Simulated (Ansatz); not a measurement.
Ansatz (a program for electronic structure) input:
A basis named .json is the Basis Set Exchange file of that set.

Ansatz 0.2 input:
```yaml
crystal:
  periodic: [false, false, false]
  atoms:
    - {symbol: C, position_ang: [0.02803258, -0.36087349, -1.19250883]}
    - {symbol: C, position_ang: [-1.18393448, -0.42250107, -0.34181867]}
    - {symbol: Cl, position_ang: [-1.94988616, 1.04172154, 0.11918205]}
    - {symbol: C, position_ang: [1.26030809, 0.22910687, -0.50696954]}
    - {symbol: Cl, position_ang: [1.80783776, -0.79414765, 0.87543571]}
    - {symbol: H, position_ang: [0.26158313, -1.36809943, -1.54394359]}
    - {symbol: H, position_ang: [-0.16879428, 0.25968758, -2.07500207]}
    - {symbol: H, position_ang: [-1.45163473, -1.28071533, 0.25334507]}
    - {symbol: H, position_ang: [2.09822943, 0.29217300, -1.19698603]}
    - {symbol: H, position_ang: [1.04900194, 1.21380418, -0.09813327]}
basis:
  gaussian:
    orbitals: aug-cc-pV_D+d_Z.json
magnetization: {spin_polarized: true, initial_magnetization: 1}
correlation: {method: ccsd_t, electrons: outside_noble_gas}
output: {forces: true}
```

**Question.** Predict the final energy.

**Answer.** -1036.30826 Eh (CCSD(T)/aug-cc-pV(D+d)Z). The basis has 178 functions.

It need not be the lowest isomer of its formula.
